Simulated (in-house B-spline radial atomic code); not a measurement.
## Pr+: [Xe] 4f2 6s2 (with a hole in an inner shell)

Level of theory: Dirac-Kohn-Sham relativistic LDA, spherical fractional occupations, Fermi nucleus of rms radius 4.8919 fm; calculated with an all-electron radial atomic-structure program (B-spline basis).

Z_r = [3n² - l(l+1)]/(2<r>); Z_e = n√(-2ε); the last column is Slater's effective charge. Values are occupation-weighted means over j. An effective charge above Z reflects the relativistic contraction of the inner shells.

| shell | electrons | ε (eV) | <r> (bohr) | Z_r | Z_e | Slater |
| --- | --- | --- | --- | --- | --- | --- |
| 1s | 2 | -41530 | 0.02419 | 62.01 | 55.25 | 58.70 |
| 2s | 2 | -6700.4 | 0.1029 | 58.30 | 44.38 | 54.85 |
| 2p | 6 | -6023.4 | 0.09046 | 55.27 | 42.08 | 54.85 |
| 3s | 2 | -1458.5 | 0.2729 | 49.46 | 31.06 | 47.75 |
| 3p | 6 | -1241.3 | 0.2706 | 46.20 | 28.65 | 47.75 |
| 3d | 10 | -926.06 | 0.2479 | 42.36 | 24.75 | 37.85 |
| 4s | 2 | -301.59 | 0.6228 | 38.53 | 18.83 | 31.25 |
| 4p | 6 | -229.89 | 0.6583 | 34.94 | 16.44 | 31.25 |
| 4d | 10 | -125.05 | 0.724 | 29.01 | 12.13 | 19.85 |
| 5s | 2 | -50.373 | 1.476 | 25.41 | 9.62 | 11.55 |
| 5p | 6 | -32.2 | 1.702 | 21.44 | 7.69 | 11.55 |
| 4f | 2 | -14.907 | 1.026 | 17.54 | 4.19 | 12.65 |
| 6s | 2 | -9.7285 | 3.767 | 14.34 | 5.07 | 3.85 |

The least bound orbital is 6s1/2 at -9.729 eV, and it is also the most diffuse (<r> = 3.767 bohr). The part-filled 4f shell lies below the filled 6s shell in orbital energy.

Spin-orbit splittings of the orbital energies (j = l + 1/2 above j = l - 1/2 when positive): 2p 477.1 eV, 3p 94.55 eV, 3d 20.48 eV, 4p 20.63 eV, 4d 3.656 eV, 5p 3.09 eV, 4f 0.3991 eV.

For the 1s electron the small component carries 4.74 % of the norm, the zero-frequency Breit interaction raises the level by 114.7 eV, self-energy by 67.3 eV, and vacuum polarisation lowers it by 10.17 eV.
